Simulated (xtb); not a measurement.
Job for xtb: GFN-FF on GaH6N3 (SMILES [NH2][Ga]([NH2])[NH2]), a point of a torsion scan.

```
$ xtb mol.xyz --gfnff --sp --chrg 0 --uhf 0
10

N     -0.95553269     1.55205998    -0.19322098
Ga     0.38575590     0.33363152    -0.59682529
N      0.41610014    -0.32578015    -2.29652025
N      1.58148766    -0.32686997     0.62460353
H     -1.80996952     1.12297828     0.15478515
H     -0.68673066     2.23389895     0.51406840
H      1.22470061    -0.79268834    -2.68646359
H     -0.06001560     0.19150789    -3.02492844
H      1.74184002     0.10929945     1.52374923
H      2.42247333    -0.80704733     0.33389230
```

The log:

```
[...]
           -------------------------------------------------
          |                Calculation Setup                |
           -------------------------------------------------



          ==================== Thresholds ====================
          CN  :   150.00000
          rep :   500.00000
          disp:  2500.00000
          HB1 :   250.00000
          HB2 :   450.00000

          Pauling EN used:
          Z : 1  EN :  2.20
          Z : 7  EN :  3.04
          Z :31  EN :  1.81
          electric field strengths (au): 0.000

           -------------------------------------------------
          |           Force Field Initialization            |
           -------------------------------------------------

          distances ...
          ----------------------------------------
          generating topology and atomic info file ...
          pair mat ...
          computing topology distances matrix with Floyd-Warshall algo ...
          making topology EEQ charges ...
          #fragments for EEQ constrain: 1
          ----------------------------------------
          generating topology and atomic info file ...
          pair mat ...
          computing topology distances matrix with Floyd-Warshall algo ...
          making topology EEQ charges ...
          #fragments for EEQ constrain: 1
          rings ...
          # BATM   48
          # H in HB   6
          doing iterative Hueckel for 3 subsystem(s) ...

  atom   neighbors  erfCN metchar sp-hybrid imet pi  qest     coordinates
    1  N       3    2.78   0.00         2    0    0  -0.289   -1.805695    2.932968   -0.365135
    2  Ga      3    2.79   0.02         2    1    0   0.109    0.728973    0.630472   -1.127836
    3  N       3    2.78   0.00         2    0    0  -0.289    0.786315   -0.615635   -4.339794
    4  N       3    2.78   0.00         2    0    0  -0.289    2.988579   -0.617695    1.180330
    5  H       1    0.98   0.00         0    0    0   0.127   -3.420347    2.122121    0.292502
    6  H       1    0.98   0.00         0    0    0   0.127   -1.297733    4.221457    0.971448
    7  H       1    0.98   0.00         0    0    0   0.127    2.314349   -1.497964   -5.076680
    8  H       1    0.98   0.00         0    0    0   0.127   -0.113413    0.361897   -5.716286
    9  H       1    0.98   0.00         0    0    0   0.127    3.291601    0.206546    2.879469
   10  H       1    0.98   0.00         0    0    0   0.127    4.577811   -1.525098    0.630965

          #atoms :   10
          #bonds :   9
          #angl  :   12
          #tors  :   15
          #nmol  :   1
          #optfrag :   1
           -------------------------------------------------
          |                   G F N - F F                   |
          |          A general generic force-field          |
          |                  Version 1.0.3                  |
           -------------------------------------------------
          Number of HB bonds (bound hydrogen)     36
          Number of HB bonds (unbound hydrogen)   72
          Number of XB bonds                      0

 E+G (total)                   0 d,  0 h,  0 min,  0.000 sec
 distance/D3 list               ...        0 min,  0.000 sec (  0.634%)
 non bonded repulsion           ...        0 min,  0.000 sec ( 14.603%)
 dCN                            ...        0 min,  0.000 sec (  4.683%)
 EEQ energy and q               ...        0 min,  0.000 sec (  9.912%)
 D3                             ...        0 min,  0.000 sec ( 10.565%)
 EEQ gradient                   ...        0 min,  0.000 sec (  4.250%)
 bonds                          ...        0 min,  0.000 sec (  8.634%)
Note: The following floating-point exceptions are signalling: IEEE_UNDERFLOW_FLAG IEEE_DENORMAL
normal termination of xtb
 bend and torsion               ...        0 min,  0.000 sec ( 13.289%)
 bonded ATM                     ...        0 min,  0.000 sec (  6.651%)
 HB/XB (incl list setup)        ...        0 min,  0.000 sec ( 23.465%)

         :::::::::::::::::::::::::::::::::::::::::::::::::::::
         ::                     SUMMARY                     ::
         :::::::::::::::::::::::::::::::::::::::::::::::::::::
         :: total energy              -1.450590039512 Eh    ::
         :: gradient norm              0.078808651180 Eh/a0 ::
         ::.................................................::
         :: bond energy               -1.465250243195 Eh    ::
         :: angle energy               0.007708836222 Eh    ::
         :: torsion energy             0.003302097755 Eh    ::
         :: repulsion energy           0.062890634366 Eh    ::
         :: electrostat energy        -0.055840284941 Eh    ::
         :: dispersion energy         -0.003358793587 Eh    ::
         :: HB energy                 -0.000000016603 Eh    ::
         :: XB energy                  0.000000000000 Eh    ::
         :: bonded atm energy         -0.000042269528 Eh    ::
         :: external energy            0.000000000000 Eh    ::
         :: add. restraining           0.000000000000 Eh    ::
         :: total charge               0.000000000000 e     ::
         :::::::::::::::::::::::::::::::::::::::::::::::::::::

           -------------------------------------------------
          |                Property Printout                |
           -------------------------------------------------

molecular dipole:
                 x           y           z       tot (Debye)
 q only:        0.248       0.097       0.135       0.758

           -------------------------------------------------
          | TOTAL ENERGY               -1.450590039512 Eh   |
          | GRADIENT NORM               0.078808651180 Eh/α |
           -------------------------------------------------
########################################################################
[WARNING] Runtime exception occurred
-1- gfnff_setup: Could not read topology file.
########################################################################

------------------------------------------------------------------------
------------------------------------------------------------------------
 total:
 SCF:
```

The run finished.

Cost: roughly 0.010 core-seconds.
